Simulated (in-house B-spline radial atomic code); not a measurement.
Values are calculated unless marked as measured or tabulated.
## C6 from the polarisability at imaginary frequency: neutral argon

B3LYP (VWN-RPA) linear response of the closed shell [Ne] 3s2 3p6, from a B-spline radial code for spherical atoms; scalar-relativistic (spin-free one-electron X2C), finite nucleus, no spin-orbit coupling.

The dispersion coefficient of two like species is C6 = (3/π) ∫ α(iu)² du from 0 to ∞.

```tsv
u (hartree)	α(iu) (bohr³)
0	11.69
0.03	11.66
0.07	11.52
0.12	11.23
0.2	10.53
0.3	9.441
0.45	7.778
0.7	5.532
1	3.765
1.5	2.182
2.5	0.9787
5	0.3067
```

Task: Fit one oscillator, α(iu) = α(0)/(1 + u²/ω²), through u = 1 and estimate C6.

Result: From α(0)/α(iu) − 1 = 11.69/3.765 − 1 = 2.1049, ω = u/√2.1049 = 0.6893 hartree (18.8 eV). London's formula gives C6 = (3/4) α(0)² ω = 0.75 × 11.69² × 0.6893 = 70.64 hartree·bohr⁶, and the oscillator holds f = α(0) ω² = 5.55 electrons, of a sum of oscillator strengths of 17.9.

Task: How does that compare with the full integral?

Result: The program's quadrature over all excitations gives C6 = 68.2, so the single oscillator is off by +3.6 %. At the last point the fit gives α = 0.218 against 0.307: higher excitations, and deeper shells where there are any, keep the true curve higher at large u.
